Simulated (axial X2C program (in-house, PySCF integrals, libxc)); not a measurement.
# Levels of SnSe⁻ by electron attachment to SnSe (EOM-EA-CCSD)

Calculated with an in-house all-electron X2C program for linear molecules (integrals from PySCF): two-component X2C with atomic mean-field Coulomb and Gaunt terms, Gaussian nuclei, basis Sn dyall-acv3z, Se dyall-acv3z with contracted cores.

R = 2.434 Å (1.045 times 2.329 Å, the PBE0 minimum at charge 0 for the lowest determinant).

Levels of SnSe⁻ obtained by attaching an electron to SnSe:

```
  Ω  binding energy (eV)  above lowest (cm⁻¹)                  attached spinor  one-particle weight
1/2                0.958                    0  64% Sn pπ, 11% Se pπ, 10% Sn dπ                 0.94
3/2                0.768                 1531  65% Sn pπ, 11% Sn dπ, 10% Se pπ                 0.95
1/2               -0.454                11386             61% Sn pσ, 33% Sn sσ                 0.98
1/2               -0.722                13551  54% Sn sσ, 23% Sn pσ, 11% Sn dσ                 0.98
1/2               -0.893                14930                        95% Sn pπ                 0.99
3/2               -0.923                15173                        95% Sn pπ                 0.99
1/2               -1.946                23418   73% Se pσ, 12% Sn dσ, 7% Se dσ                 0.98
```

Q: What is the splitting of the first π pair in the table, and is it regular or inverted?

A: E(3/2) − E(1/2) = 1531 − 0 = 1531 cm⁻¹ at EOM-EA-CCSD: regular, Ω = 1/2 lower. Splittings at this level can be off by ten to twenty per cent.

Negative binding energies belong to unbound states, resonances or levels that the basis set holds; within some tenths of an eV of zero the sign is not settled.

This point took 12 s on 1 thread of Arm Neoverse V2, on a shared host.

Reference electrons by ω block (each with its −ω partner): 1/2: 27, 3/2: 12, 5/2: 3. 10 electrons of SnSe correlated (inner shells frozen), 92 natural virtual spinors (a truncated set); levels can be off by some tenths of an eV. Roots sought by Ω: (1/2: 5, 3/2: 4, 5/2: 2, 7/2: 1); rows need 60 % one-particle weight and stop where some Ω has no more roots. Missing are any skipped roots, higher Ω and states of a further excitation; these come out far too high here and may in truth be low or lowest. T1 of the reference 0.034 (Lee–Taylor). Number of frozen shells: Sn 4 s, 3 p, 2 d; Se 3 s, 2 p, 1 d. Large amplitudes in the reference (orbital relaxation or multireference character) lower the reliability.
